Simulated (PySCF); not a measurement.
**Sulfur: highly charged ions in a basis for the neutral atom**

S⁶⁺ [Ne], S⁷⁺ [He] 2s2 2p5. All numbers are calculated (PySCF 2.14, the spin-free X2C one-electron Hamiltonian (Gaussian nucleus), in cc-pVTZ-DK (5s4p2d1f, 34 functions)). No spin-orbit coupling, so a gap to NIST mixes the basis error with missing relativistic terms.

Changed run: basis of the neutral atom used for a highly charged ion. This setting is unsound on purpose.

```csv
species,method,sound run (hartree),changed run (hartree),converged
S⁶⁺,UHF,not run,-388.62810,yes
S⁶⁺,MN15,not run,-389.10998,yes
S⁶⁺,M06-2X,not run,-389.03044,yes
S⁷⁺,UHF,not run,-378.31017,yes
S⁷⁺,MN15,not run,-378.70035,yes
S⁷⁺,M06-2X,not run,-378.66047,yes
```

Ionisation energy of S⁶⁺:

```tsv
method	changed run (eV)	NIST (eV)
UHF	280.77	280.95
MN15	283.26	280.95
M06-2X	282.18	280.95
```

The contracted functions were made for the neutral atom and can be too rigid for a highly charged ion.
